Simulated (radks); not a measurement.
Task: Species: Hg2+. Configuration: [Xe] 4f14 5d10. Calculated with a radial shooting solver on a logarithmic mesh with Libxc functionals: scalar-relativistic Kohn-Sham, BLYP, spin-polarised, spherical densities, point nucleus. Some entries of the table are withheld. Estimate them.

orbital,occ.,eigenvalue (eV),<1/r> (bohr^-1)
1s,2,-83215.45,97.67
2s,2,-14764.05,22.91
2p,6,-12732.06,20.28
3s,2,-3517.918,8.489
3p,6,-2931.018,7.721
3d,10,-2314.125,(1)
4s,2,-788.1601,3.644
4p,6,-595.7934,3.285
4d,10,-367.7688,2.947
5s,2,(2),1.506
4f,14,-114.9746,2.534
5p,6,-85.6831,1.280
5d,10,-28.6650,0.9070

Result: 
(1) 3d <1/r> (bohr^-1): 7.260
(2) 5s eigenvalue (eV): -137.3894
